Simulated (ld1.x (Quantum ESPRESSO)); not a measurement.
## u(r) = r·R(r): atom against pseudo-atom (Cr)

Columns: radius, all-electron u(r) and pseudo u(r) of the 4s shell (level -3.71 eV) of chromium in the configuration [Ne] 3s2 3p6 3d5.5 4s0.5 4p0; PBEsol, scalar-relativistic, PAW scheme, ld1.x (Quantum ESPRESSO) 7.5.

```tsv
r (bohr)	all-electron	pseudo
0.088	-0.0115	0.0907
0.175	-0.1388	0.1729
0.262	-0.1096	0.2413
0.350	-0.0020	0.2915
0.438	0.1100	0.3200
0.525	0.1909	0.3263
0.612	0.2330	0.3125
0.700	0.2391	0.2809
0.788	0.2163	0.2356
0.875	0.1738	0.1812
0.962	0.1186	0.1206
1.050	0.0557	0.0559
1.138	-0.0099	-0.0100
1.225	-0.0745	-0.0745
1.312	-0.1369	-0.1369
1.400	-0.1963	-0.1963
1.487	-0.2506	-0.2506
1.575	-0.3008	-0.3008
1.662	-0.3455	-0.3455
1.750	-0.3858	-0.3858
1.838	-0.4214	-0.4214
1.925	-0.4520	-0.4520
2.012	-0.4786	-0.4786
2.100	-0.5014	-0.5014
2.188	-0.5206	-0.5206
2.275	-0.5363	-0.5363
```

(1) How many radial nodes do the two functions have?

(2) At about which radius was the pseudo-wave matched?

(3) Is the pseudo-wave norm-conserving?

## Answers

(1) The all-electron 4s function has n − l − 1 = 3 (the table is too coarse to show those close to the nucleus); the pseudo-wave has 1, since 1 lower shell of the same l stays in the valence.

(2) 1.25 bohr. The columns agree to 0.0005 from 1.05 bohr on; several derivatives are matched, so the curves merge somewhat inside the radius.

(3) No, it belongs to a PAW set: the norm inside the radius is not constrained, and the difference is carried by the augmentation charge.
